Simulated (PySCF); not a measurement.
C₄H₄S, triplet, geometry from GFN2-xTB (a higher spin typed on purpose: for a closed-shell molecule this is an excited state); BLYP/STO-3G (PySCF).

PySCF was given this input:
```python
from pyscf import gto, scf, dft

mol = gto.M(
    atom='''
C     0.35092478   -1.44730662    0.17002423
C    -0.95647938   -1.13310453    0.21903019
C    -1.19845781    0.28467556    0.04537170
S     0.28246175    1.20363624   -0.18147496
C     1.19697211   -0.29100648   -0.04441717
H     0.77466952   -2.42903399    0.27239484
H    -1.77115108   -1.81720929    0.36782085
H    -2.14437716    0.78394528    0.04428006
H     2.26371244   -0.27542949   -0.12095013
''',
    basis='sto-3g',
    spin=2,
    verbose=4,
)

mf = dft.UKS(mol)
mf.xc = 'blyp'
mf.diis = False
mf.max_cycle = 100
mf.kernel()
mf.analyze()
```

Q: Write the output that PySCF gives for this input, abridged.

A: 
```
PySCF version 2.14.0

[INPUT] verbose = 4
[INPUT] num. atoms = 9
[INPUT] num. electrons = 44
[INPUT] charge = 0
[INPUT] spin (= nelec alpha-beta = 2S) = 2
[INPUT] symmetry False subgroup None
[INPUT] Mole.unit = angstrom
[INPUT] Symbol           X                Y                Z      unit          X                Y                Z       unit  Magmom
[...]
nuclear repulsion = 198.807639075838
number of shells = 21
number of NR pGTOs = 99
number of NR cGTOs = 33
basis = sto-3g
ecp = {}

******** <class 'pyscf.dft.uks.UKS'> ********
method = UKS
initial guess = minao
damping factor = 0
level_shift factor = 0
DIIS disabled
SCF conv_tol = 1e-09
SCF conv_tol_grad = None
SCF max_cycles = 100
direct_scf = True
direct_scf_tol = 1e-13
number electrons alpha = 23  beta = 21
XC library pyscf.dft.libxc version 7.1.2
    S. Lehtola, C. Steigemann, M. J. T. Oliveira, and M. A. L. Marques,  SoftwareX 7, 1–5 (2018)
XC functionals = blyp
    A. D. Becke,  Phys. Rev. A 38, 3098 (1988)
    C. Lee, W. Yang, and R. G. Parr,  Phys. Rev. B 37, 785 (1988)
    B. Miehlich, A. Savin, H. Stoll, and H. Preuss,  Chem. Phys. Lett. 157, 200 (1989)
radial grids:
    Treutler-Ahlrichs [JCP 102, 346 (1995); DOI:10.1063/1.469408] (M4) radial grids

becke partition: Becke, JCP 88, 2547 (1988); DOI:10.1063/1.454033
pruning grids: <function nwchem_prune>
grids dens level: 3
symmetrized grids: False
atomic radii adjust function: <function treutler_atomic_radii_adjust>
small_rho_cutoff = 0
Set gradient conv threshold to 3.16228e-05
tot grids = 114584
init E= -547.00264053044

cycle= 1 E= -546.443405281876  delta_E= 0.559  |g|= 0.0993  |ddm|= 3.18

cycle= 2 E= -546.448380690174  delta_E= -0.00498  |g|= 0.077  |ddm|= 0.311

cycle= 3 E= -546.44711060191  delta_E= 0.00127  |g|= 0.0873  |ddm|= 0.253

cycle= 4 E= -546.443303286332  delta_E= 0.00381  |g|= 0.112  |ddm|= 0.319

cycle= 5 E= -546.435692444975  delta_E= 0.00761  |g|= 0.149  |ddm|= 0.428

cycle= 6 E= -546.420657817172  delta_E= 0.015  |g|= 0.203  |ddm|= 0.58

cycle= 7 E= -546.390670822077  delta_E= 0.03  |g|= 0.283  |ddm|= 0.803

cycle= 8 E= -546.319802752509  delta_E= 0.0709  |g|= 0.41  |ddm|= 1.12

cycle= 9 E= -545.205271339958  delta_E= 1.11  |g|= 1.05  |ddm|= 2.78

cycle= 10 E= -537.938117136353  delta_E= 7.27  |g|= 2.59  |ddm|= 5.73

cycle= 11 E= -519.555681700422  delta_E= 18.4  |g|= 2.61  |ddm|= 12.3

cycle= 12 E= -522.954819489163  delta_E= -3.4  |g|= 1.94  |ddm|= 13.7

cycle= 13 E= -515.602351245698  delta_E= 7.35  |g|= 2.44  |ddm|=   14

cycle= 14 E= -522.985857445926  delta_E= -7.38  |g|= 1.89  |ddm|= 14.1

cycle= 15 E= -515.489332673901  delta_E=  7.5  |g|= 2.45  |ddm|= 14.1

cycle= 16 E= -522.98370607013  delta_E= -7.49  |g|= 1.89  |ddm|= 14.1

cycle= 17 E= -515.483360193156  delta_E=  7.5  |g|= 2.45  |ddm|= 14.1

cycle= 18 E= -522.981734206058  delta_E= -7.5  |g|= 1.89  |ddm|= 14.1

cycle= 19 E= -515.482402609671  delta_E=  7.5  |g|= 2.45  |ddm|= 14.1

cycle= 20 E= -522.981178661844  delta_E= -7.5  |g|= 1.89  |ddm|= 14.1

cycle= 21 E= -515.482189818345  delta_E=  7.5  |g|= 2.45  |ddm|= 14.1

cycle= 22 E= -522.981040641647  delta_E= -7.5  |g|= 1.89  |ddm|= 14.1

cycle= 23 E= -515.482139503084  delta_E=  7.5  |g|= 2.45  |ddm|= 14.1

cycle= 24 E= -522.981007168358  delta_E= -7.5  |g|= 1.89  |ddm|= 14.1

cycle= 25 E= -515.482127435887  delta_E=  7.5  |g|= 2.45  |ddm|= 14.1

cycle= 26 E= -522.980999093178  delta_E= -7.5  |g|= 1.89  |ddm|= 14.1

cycle= 27 E= -515.482124532329  delta_E=  7.5  |g|= 2.45  |ddm|= 14.1

cycle= 28 E= -522.980997147486  delta_E= -7.5  |g|= 1.89  |ddm|= 14.1

cycle= 29 E= -515.482123833157  delta_E=  7.5  |g|= 2.45  |ddm|= 14.1

cycle= 30 E= -522.980996678816  delta_E= -7.5  |g|= 1.89  |ddm|= 14.1

cycle= 31 E= -515.482123664767  delta_E=  7.5  |g|= 2.45  |ddm|= 14.1

cycle= 32 E= -522.980996565933  delta_E= -7.5  |g|= 1.89  |ddm|= 14.1

cycle= 33 E= -515.482123624212  delta_E=  7.5  |g|= 2.45  |ddm|= 14.1

cycle= 34 E= -522.980996538744  delta_E= -7.5  |g|= 1.89  |ddm|= 14.1

cycle= 35 E= -515.482123614442  delta_E=  7.5  |g|= 2.45  |ddm|= 14.1

cycle= 36 E= -522.980996532196  delta_E= -7.5  |g|= 1.89  |ddm|= 14.1

cycle= 37 E= -515.482123612091  delta_E=  7.5  |g|= 2.45  |ddm|= 14.1

cycle= 38 E= -522.980996530618  delta_E= -7.5  |g|= 1.89  |ddm|= 14.1

cycle= 39 E= -515.482123611525  delta_E=  7.5  |g|= 2.45  |ddm|= 14.1

cycle= 40 E= -522.980996530239  delta_E= -7.5  |g|= 1.89  |ddm|= 14.1

cycle= 41 E= -515.482123611388  delta_E=  7.5  |g|= 2.45  |ddm|= 14.1

cycle= 42 E= -522.980996530147  delta_E= -7.5  |g|= 1.89  |ddm|= 14.1

cycle= 43 E= -515.482123611356  delta_E=  7.5  |g|= 2.45  |ddm|= 14.1

cycle= 44 E= -522.980996530126  delta_E= -7.5  |g|= 1.89  |ddm|= 14.1

cycle= 45 E= -515.482123611348  delta_E=  7.5  |g|= 2.45  |ddm|= 14.1

cycle= 46 E= -522.98099653012  delta_E= -7.5  |g|= 1.89  |ddm|= 14.1

cycle= 47 E= -515.482123611346  delta_E=  7.5  |g|= 2.45  |ddm|= 14.1

cycle= 48 E= -522.980996530119  delta_E= -7.5  |g|= 1.89  |ddm|= 14.1

cycle= 49 E= -515.482123611346  delta_E=  7.5  |g|= 2.45  |ddm|= 14.1

cycle= 50 E= -522.980996530119  delta_E= -7.5  |g|= 1.89  |ddm|= 14.1

cycle= 51 E= -515.482123611346  delta_E=  7.5  |g|= 2.45  |ddm|= 14.1

cycle= 52 E= -522.980996530118  delta_E= -7.5  |g|= 1.89  |ddm|= 14.1

cycle= 53 E= -515.482123611346  delta_E=  7.5  |g|= 2.45  |ddm|= 14.1

cycle= 54 E= -522.980996530119  delta_E= -7.5  |g|= 1.89  |ddm|= 14.1

cycle= 55 E= -515.482123611346  delta_E=  7.5  |g|= 2.45  |ddm|= 14.1

cycle= 56 E= -522.980996530119  delta_E= -7.5  |g|= 1.89  |ddm|= 14.1

cycle= 57 E= -515.482123611346  delta_E=  7.5  |g|= 2.45  |ddm|= 14.1

cycle= 58 E= -522.980996530119  delta_E= -7.5  |g|= 1.89  |ddm|= 14.1

cycle= 59 E= -515.482123611345  delta_E=  7.5  |g|= 2.45  |ddm|= 14.1

cycle= 60 E= -522.980996530119  delta_E= -7.5  |g|= 1.89  |ddm|= 14.1

cycle= 61 E= -515.482123611345  delta_E=  7.5  |g|= 2.45  |ddm|= 14.1

cycle= 62 E= -522.980996530119  delta_E= -7.5  |g|= 1.89  |ddm|= 14.1

cycle= 63 E= -515.482123611345  delta_E=  7.5  |g|= 2.45  |ddm|= 14.1

cycle= 64 E= -522.980996530119  delta_E= -7.5  |g|= 1.89  |ddm|= 14.1

cycle= 65 E= -515.482123611346  delta_E=  7.5  |g|= 2.45  |ddm|= 14.1

cycle= 66 E= -522.980996530118  delta_E= -7.5  |g|= 1.89  |ddm|= 14.1

cycle= 67 E= -515.482123611346  delta_E=  7.5  |g|= 2.45  |ddm|= 14.1

cycle= 68 E= -522.980996530119  delta_E= -7.5  |g|= 1.89  |ddm|= 14.1

cycle= 69 E= -515.482123611345  delta_E=  7.5  |g|= 2.45  |ddm|= 14.1

cycle= 70 E= -522.980996530119  delta_E= -7.5  |g|= 1.89  |ddm|= 14.1

cycle= 71 E= -515.482123611346  delta_E=  7.5  |g|= 2.45  |ddm|= 14.1

cycle= 72 E= -522.980996530119  delta_E= -7.5  |g|= 1.89  |ddm|= 14.1

cycle= 73 E= -515.482123611345  delta_E=  7.5  |g|= 2.45  |ddm|= 14.1

cycle= 74 E= -522.980996530119  delta_E= -7.5  |g|= 1.89  |ddm|= 14.1

cycle= 75 E= -515.482123611346  delta_E=  7.5  |g|= 2.45  |ddm|= 14.1

cycle= 76 E= -522.980996530119  delta_E= -7.5  |g|= 1.89  |ddm|= 14.1

cycle= 77 E= -515.482123611345  delta_E=  7.5  |g|= 2.45  |ddm|= 14.1

cycle= 78 E= -522.980996530118  delta_E= -7.5  |g|= 1.89  |ddm|= 14.1

cycle= 79 E= -515.482123611346  delta_E=  7.5  |g|= 2.45  |ddm|= 14.1

cycle= 80 E= -522.980996530119  delta_E= -7.5  |g|= 1.89  |ddm|= 14.1

cycle= 81 E= -515.482123611346  delta_E=  7.5  |g|= 2.45  |ddm|= 14.1

cycle= 82 E= -522.980996530119  delta_E= -7.5  |g|= 1.89  |ddm|= 14.1

cycle= 83 E= -515.482123611345  delta_E=  7.5  |g|= 2.45  |ddm|= 14.1

cycle= 84 E= -522.980996530119  delta_E= -7.5  |g|= 1.89  |ddm|= 14.1

cycle= 85 E= -515.482123611345  delta_E=  7.5  |g|= 2.45  |ddm|= 14.1

cycle= 86 E= -522.980996530119  delta_E= -7.5  |g|= 1.89  |ddm|= 14.1

cycle= 87 E= -515.482123611345  delta_E=  7.5  |g|= 2.45  |ddm|= 14.1

cycle= 88 E= -522.980996530119  delta_E= -7.5  |g|= 1.89  |ddm|= 14.1

cycle= 89 E= -515.482123611345  delta_E=  7.5  |g|= 2.45  |ddm|= 14.1

cycle= 90 E= -522.980996530118  delta_E= -7.5  |g|= 1.89  |ddm|= 14.1

cycle= 91 E= -515.482123611346  delta_E=  7.5  |g|= 2.45  |ddm|= 14.1

cycle= 92 E= -522.980996530119  delta_E= -7.5  |g|= 1.89  |ddm|= 14.1

cycle= 93 E= -515.482123611345  delta_E=  7.5  |g|= 2.45  |ddm|= 14.1

cycle= 94 E= -522.980996530118  delta_E= -7.5  |g|= 1.89  |ddm|= 14.1

cycle= 95 E= -515.482123611345  delta_E=  7.5  |g|= 2.45  |ddm|= 14.1

cycle= 96 E= -522.980996530118  delta_E= -7.5  |g|= 1.89  |ddm|= 14.1

cycle= 97 E= -515.482123611346  delta_E=  7.5  |g|= 2.45  |ddm|= 14.1

cycle= 98 E= -522.980996530118  delta_E= -7.5  |g|= 1.89  |ddm|= 14.1

cycle= 99 E= -515.482123611345  delta_E=  7.5  |g|= 2.45  |ddm|= 14.1

cycle= 100 E= -522.980996530119  delta_E= -7.5  |g|= 1.89  |ddm|= 14.1
SCF not converged.
SCF energy = -522.980996530119 after 100 cycles  <S^2> = 2.0000367  2S+1 = 3.0000244
**** SCF Summaries ****
Total Energy =                        -522.980996530118773
Nuclear Repulsion Energy =             198.807639075838495
One-electron Energy =                -1155.380248942242133
Two-electron Energy =                  433.591613336284865
Two-electron Coulomb Energy =          484.632598161644125
DFT Exchange-Correlation Energy =      -51.040984825359246
**** MO energy ****
                             alpha | beta                alpha | beta
[...]
To work with the spin densities directly, `use mulliken_meta_spin()` only printing them here.

 ** Mulliken spin pop alpha/beta on meta-lowdin orthogonal AOs **
 ** Mulliken Spin Density (per AO)  **
spin_pop of  0 C 1s       -0.00000
spin_pop of  0 C 2s        0.00155
spin_pop of  0 C 2px       0.00129
spin_pop of  0 C 2py       0.00195
spin_pop of  0 C 2pz       0.00001
spin_pop of  1 C 1s       -0.00000
spin_pop of  1 C 2s        0.01914
spin_pop of  1 C 2px       0.00523
spin_pop of  1 C 2py       0.04172
spin_pop of  1 C 2pz       0.00012
spin_pop of  2 C 1s        0.00005
spin_pop of  2 C 2s        0.37296
spin_pop of  2 C 2px       0.52001
spin_pop of  2 C 2py       0.65567
spin_pop of  2 C 2pz       0.01326
spin_pop of  3 S 1s        0.00000
spin_pop of  3 S 2s        0.00000
spin_pop of  3 S 3s        0.00224
spin_pop of  3 S 2px       0.00000
spin_pop of  3 S 2py       0.00001
spin_pop of  3 S 2pz       0.00000
spin_pop of  3 S 3px       0.00189
spin_pop of  3 S 3py       0.00096
spin_pop of  3 S 3pz       0.00004
spin_pop of  4 C 1s        0.00000
spin_pop of  4 C 2s       -0.00023
spin_pop of  4 C 2px       0.00014
spin_pop of  4 C 2py      -0.00002
spin_pop of  4 C 2pz      -0.00001
spin_pop of  5 H 1s        0.00004
spin_pop of  6 H 1s        0.00210
spin_pop of  7 H 1s        0.35980
spin_pop of  8 H 1s        0.00008
 ** Mulliken Spin Density (per atom)  **
spin density of  0 C =      0.00480
spin density of  1 C =      0.06622
spin density of  2 C =      1.56195
spin density of  3 S =      0.00515
spin density of  4 C =     -0.00012
spin density of  5 H =      0.00004
spin density of  6 H =      0.00210
spin density of  7 H =      0.35980
spin density of  8 H =      0.00008
 ** Mulliken pop alpha/beta on meta-lowdin orthogonal AOs **
 ** Mulliken pop       alpha | beta **
[...]
In total            23.00000 | 21.00000
 ** Mulliken atomic charges   ( Nelec_alpha | Nelec_beta ) **
charge of  0C =      3.91893  (     1.04293      1.03813 )
charge of  1C =      3.90782  (     1.07920      1.01298 )
charge of  2C =     -2.26781  (     4.91488      3.35293 )
charge of  3S =     -1.99447  (     8.99981      8.99466 )
charge of  4C =     -3.92369  (     4.96178      4.96191 )
charge of  5H =      0.99917  (     0.00044      0.00040 )
charge of  6H =      0.99778  (     0.00216      0.00006 )
charge of  7H =     -0.63843  (     0.99911      0.63932 )
charge of  8H =     -0.99930  (     0.99969      0.99961 )
Dipole moment(X, Y, Z, Debye): -34.43898, -84.19277, 13.71846
```

Convergence was not reached.
